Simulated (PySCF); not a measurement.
## Electron correlation in In(3+) (indium, charge +3)

[Kr] 4d10, closed-shell 1S. All numbers are calculated (PySCF 2.14, a scalar-relativistic core potential, in def2-QZVPPD with the def2 core potential (28 electrons) (8s6p5d4f1g, 88 functions)). Frozen: nothing; 18 electrons correlated.

```csv
level,correlation energy (mhartree)
CCSD,-445.09
(T),-7.43
CCSD(T),-452.52
```

Diagnostics: T1 = 0.0035, D1 = 0.0066, largest double amplitude 0.014.

Cost of the coupled-cluster step: of the order of 8 core-seconds, for 18 correlated electrons.

The basis has no tight functions for the innermost shells, so their pair energies are far from complete.

This basis was not built for core-valence correlation, so the inner-shell part is incomplete.
